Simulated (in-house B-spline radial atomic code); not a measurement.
## Ionising the chromium ion Cr⁴⁺ with different functionals

Computed with a radial B-spline atomic code at the basis-set limit: scalar-relativistic (spin-free X2C) Hamiltonian, Fermi nucleus of rms radius 3.6452 fm, spin-polarised at highest spin, spherical fractional occupations for the functionals, the average over the highest-spin determinants for Hartree-Fock. The ionisation energy is the difference of two self-consistent energies, [Ar] 3d2 → [Ar] 3d1, without Breit or QED terms; ε is the level of the shell that loses the electron (its least bound occupied spin orbital).

Hybrids are left out here: with spherical fractional occupations of an open shell their exact exchange keeps a self-interaction that integer-occupation calculations don't have.

```json
{"method": "Hartree-Fock", "rung": "Hartree-Fock", "ΔSCF (eV)": "67.86", "-ε(3d) (eV)": "69.25"}
{"method": "LDA VWN5", "rung": "LDA", "ΔSCF (eV)": "69.51", "-ε(3d) (eV)": "59.31"}
{"method": "LDA PW92", "rung": "LDA", "ΔSCF (eV)": "69.50", "-ε(3d) (eV)": "59.30"}
{"method": "LDA exchange-only", "rung": "LDA", "ΔSCF (eV)": "67.82", "-ε(3d) (eV)": "57.70"}
{"method": "PBE", "rung": "GGA", "ΔSCF (eV)": "69.27", "-ε(3d) (eV)": "59.08"}
{"method": "PBEsol", "rung": "GGA", "ΔSCF (eV)": "69.23", "-ε(3d) (eV)": "59.05"}
{"method": "BLYP", "rung": "GGA", "ΔSCF (eV)": "69.21", "-ε(3d) (eV)": "59.01"}
{"method": "RPBE", "rung": "GGA", "ΔSCF (eV)": "69.20", "-ε(3d) (eV)": "59.01"}
{"method": "PW91", "rung": "GGA", "ΔSCF (eV)": "69.39", "-ε(3d) (eV)": "59.20"}
{"method": "BP86", "rung": "GGA", "ΔSCF (eV)": "?", "-ε(3d) (eV)": "?"}
{"method": "AM05", "rung": "GGA", "ΔSCF (eV)": "69.25", "-ε(3d) (eV)": "59.05"}
{"method": "OLYP", "rung": "GGA", "ΔSCF (eV)": "69.61", "-ε(3d) (eV)": "59.39"}
{"method": "TPSS", "rung": "meta-GGA", "ΔSCF (eV)": "?", "-ε(3d) (eV)": "?"}
{"method": "SCAN", "rung": "meta-GGA", "ΔSCF (eV)": "68.96", "-ε(3d) (eV)": "58.93"}
{"method": "r2SCAN", "rung": "meta-GGA", "ΔSCF (eV)": "69.03", "-ε(3d) (eV)": "59.00"}
{"method": "revTPSS", "rung": "meta-GGA", "ΔSCF (eV)": "68.93", "-ε(3d) (eV)": "58.79"}
```

Problem. What does BP86 give?

Solution. ΔSCF 69.30 eV, and -ε(3d) = 59.10 eV.

Problem. What does TPSS give?

Solution. ΔSCF 69.08 eV, and -ε(3d) = 58.91 eV.

Problem. How do they compare with the NIST value?

Solution. NIST lists 69.46 eV ± 0.04 (semi-empirical, ground level to ground level). Errors run from -1.64 to +0.15 eV; LDA PW92 is closest (+0.04 eV), though others lie within the uncertainty of it, and part of that can be cancellation, since the calculations leave out spin-orbit coupling, Breit-QED terms, multiplet and fine-structure energies. Hartree-Fock also lacks correlation.
